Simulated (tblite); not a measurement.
H$_{2}$S$_{2}$, charge +1, doublet, geometry from GFN2-xTB (a state made from the parent by changing its charge; the spin is typed, not shown lowest); tblite 0.6.0 with GFN1-xTB.

Input for tblite:
```
$ tblite run mol.xyz --method gfn1 --charge 1 --spin 1 --etemp 2000 --json tblite.json --no-restart

# file mol.xyz
4

S     -0.80955851    -0.03765018     0.59460666
S      0.80955851     0.03765018    -0.59460666
H     -1.71863123    -0.08126760    -0.40514565
H      1.71863123     0.08126760     0.40514566
```

The log (banner, timings and long lists left out):

```
xTB calculator
 | screened Coulomb repulsion
 | Coulomb electrostatics
 |  * isotropic Klopman-Ohno-Mataga-Nishimoto electrostatics
 |  * onsite third-order electrostatics
 | DFT-D3(BJ) dispersion correction

halogen bonding energy    0.0000000000000E+00 Eh
repulsion energy          2.5297741780558E-02 Eh
dispersion energy        -9.5875024244775E-04 Eh
number of electrons       1.3000000000000E+01 e
integral cutoff           1.9731147476801E+01 bohr

------------------------------------------------------------
  cycle        total energy    energy error   density error
------------------------------------------------------------
      1     -7.918455635489  -7.9427946E+00   6.1743149E-02
      2     -7.921282790098  -2.8271546E-03   1.8038292E-02
      3     -7.921395829278  -1.1303918E-04   9.4567931E-03
      4     -7.921396021853  -1.9257510E-07   2.9497667E-05
      5     -7.921396022102  -2.4928593E-10   6.0427212E-06
------------------------------------------------------------

electronic energy        -7.9457350136403E+00 Eh
total energy             -7.9213960221021E+00 Eh

Post processing:
 | Mayer-Wiberg bond orders

[Info] JSON dump of results written to 'tblite.json'
```
